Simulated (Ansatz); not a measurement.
Consider the isomerisation: `C=[C](O)[GaH][CH3]` → `C=[C]([GaH2])OC`.

Program: Ansatz. Geometries: PBE0-D4/def2-TZVP. ΔE: electronic, gas phase. CCSD(T)/CBS adds triple-zeta CCSD(T) − MP2 to the extrapolated MP2 energy (def2 sets, frozen cores). Functionals use def2-TZVPP. For Ga outer-core shells are correlated without core-valence functions, which leaves a few kJ/mol of doubt a bond. Scalar relativity is left out up to krypton. Each species was taken in one conformer, which may not be the lowest.

Problem. Is it downhill or uphill in electronic energy at CCSD(T)/CBS, and by how much? (Best estimate.)

Solution. Ansatz gave: Uphill: ΔE = +80.0 kJ/mol.

Problem. What do these levels give: BLYP-D4, B97M-V, PBE0-D4, B2PLYP, PBE, CCSD/def2-SVP? (Estimate.)

Solution. Computed: BLYP-D4 68.8, B97M-V 65.2, PBE0-D4 75.2, B2PLYP 74.6, PBE 75.4, CCSD/def2-SVP 61.4 kJ/mol.

Problem. What do rigid-rotor, harmonic-oscillator terms from PBE0-D4/def2-TZVP frequencies (298.15 K, 1 bar) make of the CCSD(T)/CBS value? (An estimate is asked.)

Solution. Ansatz gave: ΔZPE = -1.4 kJ/mol, ΔH = +76.5 kJ/mol, ΔS = -27 J/(mol·K), ΔG = +84.7 kJ/mol. Modes under 50 cm⁻¹ make the entropy rough.

Largest T1 diagnostic among the species: 0.013.

In def2-TZVPP, CCSD(T) changes the Hartree–Fock value by +10.6 kJ/mol (the triples alone add −0.2 kJ/mol) and MP2 by +16.1 kJ/mol. Leaving LDA and LC-ωPBE aside and taking each functional with its dispersion term where it has one, the values, not all of them listed here, spread over 12.5 kJ/mol, from B97M-V to PBE-QIDH. LDA lies −6.8 kJ/mol from PBE without D4.
